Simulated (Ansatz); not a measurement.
Basis-set series for BH10NSi3, SMILES `BN([SiH3])[SiH2][SiH3]`. The species carries charge 0 and has multiplicity 1. All single points use the PBE0-D4/def2-TZVP geometry. It is one conformer, not always the lowest.

Z-matrix (Å, degrees):
```
Si
N 1 1.756
H 1 1.481 2 109.6
H 1 1.487 2 108.0 3 120.3
H 1 1.486 2 110.5 3 -121.3
Si 2 1.761 1 118.5 3 -152.6
B 2 1.406 1 119.9 3 29.0
Si 6 2.339 2 112.1 1 -166.1
H 6 1.491 2 107.7 1 -44.7
H 6 1.490 2 109.4 1 70.8
H 7 1.200 2 120.0 1 -2.0
H 7 1.201 2 120.1 1 178.0
H 8 1.490 6 107.3 2 172.9
H 8 1.486 6 111.8 2 -68.2
H 8 1.486 6 110.8 2 54.3
```

| functional | basis | functions | energy (Eh) | HOMO (eV) | LUMO (eV) |
| --- | --- | --- | --- | --- | --- |
| PBE0-D4 | def2-SVP | 132 | -953.33719 | -8.29 | -0.43 |
| PBE0-D4 | def2-QZVPP | 624 | -953.77364 | -8.27 | -0.69 |
| ωB97M-V | def2-SVP | 132 | -953.67277 | -10.34 | 1.60 |
| ωB97M-V | def2-QZVPP | 624 | -954.11518 | -10.35 | 1.00 |

Question: Give the rows for def2-TZVPP. (An estimate is asked.)

Answer: Computed: 
```
functional       basis  functions  energy (Eh)  HOMO (eV)  LUMO (eV)
   PBE0-D4  def2-TZVPP        328   -953.73865      -8.27      -0.64
   ωB97M-V  def2-TZVPP        328   -954.08267     -10.35       1.19
```

Positive LUMOs are unbound and depend on the basis.
